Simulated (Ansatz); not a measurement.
C₅H₄N, doublet (typed; the unrestricted solution is spin-contaminated), geometry from GFN2-xTB. Base run: MP2/6-31G in Ansatz (a quantum-chemistry and plane-wave program).

Input for Ansatz:
Ansatz 0.2 input:
```yaml
crystal:
  periodic: [false, false, false]
  atoms:
    - {symbol: N, position_ang: [-0.00964627, 0.06176618, 1.39312429]}
    - {symbol: C, position_ang: [0.01052145, 0.05563648, -1.32151880]}
    - {symbol: C, position_ang: [0.00843127, 1.16003225, 0.73652206]}
    - {symbol: C, position_ang: [-0.01902078, -1.10785450, 0.76767008]}
    - {symbol: C, position_ang: [-0.00911288, -1.14219824, -0.61640106]}
    - {symbol: C, position_ang: [0.01996666, 1.26655828, -0.63906399]}
    - {symbol: H, position_ang: [0.01851369, 0.04961327, -2.40308632]}
    - {symbol: H, position_ang: [-0.03428343, -2.00036717, 1.37795163]}
    - {symbol: H, position_ang: [-0.01659046, -2.08816683, -1.13625412]}
    - {symbol: H, position_ang: [0.03516978, 2.21351181, -1.15373102]}
basis:
  gaussian:
    orbitals: 6-31G
magnetization: {spin_polarized: true, initial_magnetization: 1}
correlation: {method: mp2}
```

The base run was repeated with changes; each row names its change, and settings that it needs were set with it.

```csv
change,basis functions,E (Eh),MP2 correlation (Eh),core-seconds (rough)
base,62,-246.42449,-0.46903,3
basis = STO-3G,34,-243.26174,-0.25348,0.9
basis = pcseg-0,62,-245.83977,-0.48776,0.8
basis = pc-1,104,-246.73215,-0.74455,3
basis = pcseg-1,104,-246.72866,-0.74467,3
basis = 6-31G**,110,-246.80810,-0.74363,8
basis = 6-311G**,132,-246.88655,-0.77724,4
basis = aug-cc-pVDZ,174,-246.84990,-0.76478,20
basis = def2-TZVP,210,-247.03507,-0.89119,10
basis = pc-2,236,-247.02930,-0.89312,10
basis = pcseg-2,236,-247.02274,-0.89438,10
basis = def2-TZVPP,242,-247.04711,-0.90177,20
basis = def2-TZVPD,258,-247.03972,-0.89532,20
```

Totals compare only among sets that treat the same electrons; sets with core potentials leave the core out.
